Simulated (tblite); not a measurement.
hydrogen isocyanide (CHN), singlet, geometry from GFN2-xTB; GFN1-xTB (tblite 0.6.0).

The tblite input:
```
$ tblite run mol.xyz --method gfn1 --charge 0 --spin 0 --efield 0,0,0.1 --json tblite.json --no-restart

# file mol.xyz
3

C     -0.00000000    -0.00000000    -0.73320915
N      0.00000000     0.00000000     0.42522810
H      0.00000000     0.00000000     1.42265821
```

Problem. Predict the main parts of the log of this tblite run.

Solution. 
```
xTB calculator
 | screened Coulomb repulsion
 | Coulomb electrostatics
 |  * isotropic Klopman-Ohno-Mataga-Nishimoto electrostatics
 |  * onsite third-order electrostatics
 | DFT-D3(BJ) dispersion correction
 | Interactions (1)
 | [1] electric field

halogen bonding energy    0.0000000000000E+00 Eh
repulsion energy          1.1044143253150E-01 Eh
dispersion energy        -3.4816992189246E-04 Eh
interaction energy        0.0000000000000E+00 Eh
number of electrons       1.0000000000000E+01 e
integral cutoff           1.9731147476801E+01 bohr

------------------------------------------------------------
  cycle        total energy    energy error   density error
------------------------------------------------------------
      1     -5.746185297248  -5.8562786E+00   3.4369558E-01
      2     -5.750429373713  -4.2440765E-03   1.9632693E-01
      3     -5.751013531677  -5.8415796E-04   3.5403576E-02
      4     -5.751333505514  -3.1997384E-04   1.2416920E-02
      5     -5.751378804441  -4.5298927E-05   2.8876927E-04
      6     -5.751378884213  -7.9771612E-08   1.7604440E-05
------------------------------------------------------------

electronic energy        -5.8614721468221E+00 Eh
total energy             -5.7513788842125E+00 Eh

Post processing:
 | Mayer-Wiberg bond orders

[Info] JSON dump of results written to 'tblite.json'
```
